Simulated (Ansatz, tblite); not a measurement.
Forces on Sn3Se2 at its PBE0-D4/def2-SVP geometry. Total charge 0; singlet.

In the def2 sets Sn takes a core potential; there is no spin–orbit coupling. The xTB rows come from tblite. The restricted singlet is unstable towards broken spin symmetry in Hartree–Fock (as tested in another run); at PBE-D4/def2-TZVP this wasn't settled. The structure comes from a short search, and lower isomers may exist.

GFN1-xTB (tblite), largest force 1.09 eV/Å:

```xyz
5
positions Å, forces eV/Å
Sn    0.762    1.023   -1.589   -0.186   -0.583    0.607
Sn    0.887   -1.552   -0.047   -0.539    0.942    0.029
Sn   -1.226   -0.211    1.614    0.581   -0.107   -0.628
Se   -1.491   -0.328   -1.052    0.380    0.042    0.252
Se    1.068    1.068    1.074   -0.236   -0.294   -0.260
```

GFN2-xTB (tblite), largest force 0.60 eV/Å:

```
Sn -0.118 -0.405 0.408
Sn -0.297 0.519 0.016
Sn 0.398 -0.085 -0.423
Se 0.200 0.090 0.159
Se -0.184 -0.120 -0.160
```

PBE-D4/def2-TZVP (Ansatz), largest force 0.14 eV/Å:

```
Sn 0.041 0.074 -0.098
Sn 0.029 -0.051 -0.002
Sn -0.082 -0.002 0.100
Se -0.094 -0.065 -0.083
Se 0.106 0.044 0.082
```
